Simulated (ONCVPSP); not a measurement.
**Which change was made? (Cr, ONCV)**

* Element: chromium
* Generator: ONCVPSP 4.0.1
* Type: optimised norm-conserving Vanderbilt (ONCV)
* Functional: PBEsol
* Relativity: scalar-relativistic
* Frozen core: [Ne]
* Valence charge: 14
* Reference configuration: 3s2 3p6 3d5 4s1
* Partial waves: 3s+4s: rc 1.55 bohr, ncon 5, nbas 9, qcut 8.8 1/bohr, 2 projectors; 3p: rc 0.90 bohr, ncon 5, nbas 8, qcut 9.7 1/bohr, 2 projectors, debl 2.1 Ha; 3d: rc 1.90 bohr, ncon 3, nbas 7, qcut 6.5 1/bohr, 1 projector
* Local potential: polynomial inside 0.70 bohr (lpopt 5, dvloc0 1 Ha)
* Core correction: Teter function, fcfact 2.75, rcfact 1.35

Cutoffs, loose and tight: the cutoffs (Ha) at which the residual kinetic energy of the hardest occupied pseudo-wave falls to 1 and 0.1 mHa per electron. They do not see the model core or the augmentation charge, which bear on the density cutoff. Test errors are all-electron minus pseudo excitation energies from the reference, over the configurations 3s2 3p6 3d5 4s0; 3s2 3p6 3d4 4s0; 3s2 3p6 3d3 4s0; 3s2 3p6 3d5 4s0 4p1; variants that change the core or the reference have their own tests. The largest error is taken over the tests solved by every variant that gives reliable tests at all, those not shown here included: 3s2 3p6 3d4 4s0; 3s2 3p6 3d5 4s0; 3s2 3p6 3d5 4s0 4p1.

The base gives: outcome: generated; cutoff, loose: 52 Ha; cutoff, tight: 186 Ha; bound ghosts: none; GHOST(+) flags above zero: s; largest test error (meV): -18.

(1) After one change the result is: outcome: generated; cutoff, loose: 43 Ha; cutoff, tight: 145 Ha; bound ghosts: none; GHOST(+) flags above zero: none; largest test error (meV): +15. Which change was it?
A. all radii but the core radius scaled by about 0.77 (s 1.20, p 0.70, d 1.46 bohr); local potential polynomial inside 0.54 bohr (lpopt 5, dvloc0 1 Ha)
B. all radii but the core radius scaled by about 1.16 (s 1.80, p 1.04, d 2.20 bohr); local potential polynomial inside 0.80 bohr (lpopt 5, dvloc0 1 Ha)
C. all radii but the core radius scaled by about 1.33 (s 2.06, p 1.20, d 2.52 bohr); local potential polynomial inside 0.92 bohr (lpopt 5, dvloc0 1 Ha)
D. all radii but the core radius scaled by about 0.86 (s 1.34, p 0.78, d 1.64 bohr); local potential polynomial inside 0.60 bohr (lpopt 5, dvloc0 1 Ha)

## Answers

(1) B. The others give: all radii but the core radius scaled by about 1.33 (s 2.06, p 1.20, d 2.52 bohr); local potential polynomial inside 0.92 bohr (lpopt 5, dvloc0 1 Ha) → outcome: generated; cutoff, loose: 25 Ha; cutoff, tight: 45 Ha; bound ghosts: none; GHOST(+) flags above zero: none; largest test error (meV): +17 | all radii but the core radius scaled by about 0.86 (s 1.34, p 0.78, d 1.64 bohr); local potential polynomial inside 0.60 bohr (lpopt 5, dvloc0 1 Ha) → outcome: generated; cutoff, loose: 70 Ha; cutoff, tight: 287 Ha; bound ghosts: none; GHOST(+) flags above zero: s, p, d; largest test error (meV): -25 | all radii but the core radius scaled by about 0.77 (s 1.20, p 0.70, d 1.46 bohr); local potential polynomial inside 0.54 bohr (lpopt 5, dvloc0 1 Ha) → outcome: generated; bound ghosts: p; GHOST(+) flags above zero: s, p, d; largest test error (meV): -35.
